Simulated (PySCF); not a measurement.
**ECD: SMILES C[Si@@H]1CC(=S)C[C@H]1C#N, C$_{6}$H$_{9}$NSSi**

Geometry (Å), atoms numbered from 1 in this order:
```xyz
18

C     2.1476   -0.2473    1.1678
Si    0.9580   -0.3855   -0.2984
C     0.3694    1.3210   -0.9468
C    -0.9774    1.4964   -0.3463
S    -1.5220    2.8969    0.2634
C    -1.7509    0.2182   -0.2765
C    -0.8214   -0.8650    0.3056
C    -1.2174   -2.1725   -0.1072
N    -1.5158   -3.2173   -0.4684
H     3.1359    0.0505    0.8332
H     1.8068    0.4914    1.8896
H     2.2494   -1.1974    1.6839
H     1.4206   -1.2628   -1.3758
H     0.2636    1.2716   -2.0326
H     1.0119    2.1701   -0.7254
H    -2.6595    0.3389    0.3151
H    -2.0448   -0.0701   -1.2917
H    -0.8626   -0.8307    1.3987
```

Computed with TDDFT PBE0/def2-SVPD circular dichroism and optical rotation, one conformer, gas phase (PySCF 2.14.0). Geometry: GFN2-xTB.

Task: What are the CIP labels of the stereocentres?

Result: Si2 R, C7 S.

Task: List the lowest 8 singlet excitations with oscillator and rotatory strengths.

Result: Rotatory strengths R in 10⁻⁴⁰ esu² cm², velocity form and length form (origin at the centre of mass); f in length form.
```csv
state,E (eV),λ (nm),f,R (velocity),R (length),main
1,2.50,497,0.0003,+14.1,+14.1,HOMO→LUMO 0.99
2,5.12,242,0.060,+7.0,+6.5,"HOMO−1→LUMO 0.58, HOMO−2→LUMO 0.37"
3,5.57,223,0.165,-7.6,-8.4,"HOMO−2→LUMO 0.55, HOMO−1→LUMO 0.23"
4,5.67,219,0.046,+5.2,+6.0,HOMO→LUMO+1 0.92
5,5.95,209,0.007,-35.5,-37.7,"HOMO−4→LUMO 0.62, HOMO→LUMO+2 0.23"
6,6.04,205,0.099,+34.3,+34.1,"HOMO→LUMO+2 0.65, HOMO−4→LUMO 0.15"
7,6.09,204,0.010,-11.6,-11.1,HOMO−3→LUMO 0.95
8,6.16,201,0.012,+0.4,+0.6,HOMO→LUMO+3 0.89
```

Among the states computed, the strongest CD band (largest |R|) is state 5. The largest dissymmetry factor in size, g = 4R/(D+G), with D and G the electric and magnetic dipole strengths, is +0.17 for state 1 (velocity form, f = 0.0003), among bands with |R| over 0.5. The mirror image has the same energies and oscillator strengths and all R with the opposite sign.
